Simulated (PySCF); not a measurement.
## Ionisation energy of Tl⁺ by level of theory

Tl⁺ [Xe] 4f14 5d10 6s2 (1S) → Tl²⁺ [Xe] 4f14 5d10 6s1 (2S), as a difference of total energies. All numbers are calculated (PySCF 2.14, scalar relativity by spin-free X2C-1e, in aug-cc-pwCVTZ-DK3 (11s10p8d5f1g, 125 functions)). Correlated levels: valence: [Xe] 4f14 5d10 frozen. The calculations carry no spin-orbit coupling.

```
           method  ionisation energy (eV)
              UHF                  18.349
    MP2 (valence)                  18.916
SCS-MP2 (valence)                  19.029
   CCSD (valence)                  19.102
```

Errors of the correlated levels include the incompleteness of this basis and the frozen core.

With two correlated electrons CCSD is exact in that space.

Question: Which method comes closest to the reference value, and which is furthest?

Answer: The reference is 20.428 eV (measured; NIST Atomic Spectra Database, ionization energies). Closest: CCSD (valence) (error -1.326 eV); furthest: UHF (error -2.079 eV).
